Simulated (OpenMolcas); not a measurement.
## Ne II: effect of the IPEA shift

```json
{
  "Program": "OpenMolcas",
  "Basis": "ANO-RCC-VTZP [4s3p2d1f]",
  "Scalar Hamiltonian": "DKH2, point nucleus",
  "Active space": "7 electrons in 8 orbitals (2s 2p 3s 3p)",
  "State averaging": "2S+1 = 2 odd, 3 roots; 2S+1 = 2 even, 1 root",
  "Spin-orbit coupling": "RASSI with atomic mean-field integrals over the reference wave functions, term energies averaged over their components"
}
```

Methods on the same reference wave functions:
A. CASSCF
B. SS-CASPT2, IPEA 0 Eh, imaginary shift 0.1 Eh (closed shells correlated: 1s)
C. SS-CASPT2, IPEA 0.25 Eh, imaginary shift 0.1 Eh (closed shells correlated: 1s)

Energies in cm⁻¹ above 2s² 2p⁵ ²P°_3/2, the measured ground level; measured values from NIST Handbook of Basic Atomic Spectroscopic Data.

```
          Level       A       B       C  Measured
2s² 2p⁵ ²P°_3/2     0.0     0.0     0.0       0.0
2s² 2p⁵ ²P°_1/2     768     768     768       780
  2s 2p⁶ ²S_1/2  235884  220708  221181    217048
```

Deviations, from unrounded energies. A percentage is the sum of absolute deviations over the sum of measured energies, with the sign that they share, or ± where signs differ.

```json
{"Against measurement": "mean absolute deviation (cm-1)", "Levels": "2", "A": "9400", "B": "1800", "C": "2100"}
{"Against measurement": "fine structure of the ground term (%)", "Levels": "1", "A": "-1.6", "B": "-1.6", "C": "-1.6"}
{"Against measurement": "other configurations (%)", "Levels": "1", "A": "+8.7", "B": "+1.7", "C": "+1.9"}
```

B lies closest to measurement on these levels and A furthest from it. The largest miss of B in the table is 2s 2p⁶ ²S_1/2, by +3700 cm-1. The ranking rests on the paired levels alone, and a cruder setting can come out closer through cancelling errors.

Between B and C the level of the table that moves most is 2s 2p⁶ ²S_1/2, by 470 cm-1 (lowest in B, highest in C).

The lowest spin-free term lies below A's lowest term by 0.132 hartree in B, 0.131 hartree in C.

Active for correlation alone: 3p 3s; no level in the range computed is led by a configuration that fills them, so any true level of that kind is missing. Without dynamic correlation excited terms often stand tens of per cent too high (terms of higher spin than the ground term too low), and those without a measured partner can miss by more than the paired ones (holds for A). Computed and measured levels are paired by configuration, term and J; levels that our copy of the source lacks, or whose pairing is in doubt (as where it misses far off the trend of its configuration), stay unpaired and out of the deviations. Only configurations of the active space appear.

° marks odd parity.
